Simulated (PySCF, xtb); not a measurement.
Ga(H)2(Et) (C2H7Ga), SMILES [CH2](C)[GaH2].

Harmonic wavenumbers (cm⁻¹) from GFN2-xTB in xtb 6.7.1 at its own minimum, in rising order: 50, 148, 187, 373, 405, 496, 609, 710, 906, 968, 1030, 1192, 1207, 1404, 1452, 1483, 1488, 1526, 1575, 2888, 2905, 2961, 2975, 2999.

Problem. What does PBE-D3(BJ)/def2-SVP (PySCF) give at its own minimum? (Estimate from the structure and the level; the computed values follow.)

Solution. 73, 192, 200, 430, 456, 543, 651, 728, 905, 937, 1030, 1167, 1196, 1346, 1372, 1420, 1428, 1873, 1883, 2953, 2958, 2995, 3033, 3049. Paired by order, the mean absolute difference is 64 cm⁻¹ and the zero-point energies are 45.7 and 46.9 kcal/mol.
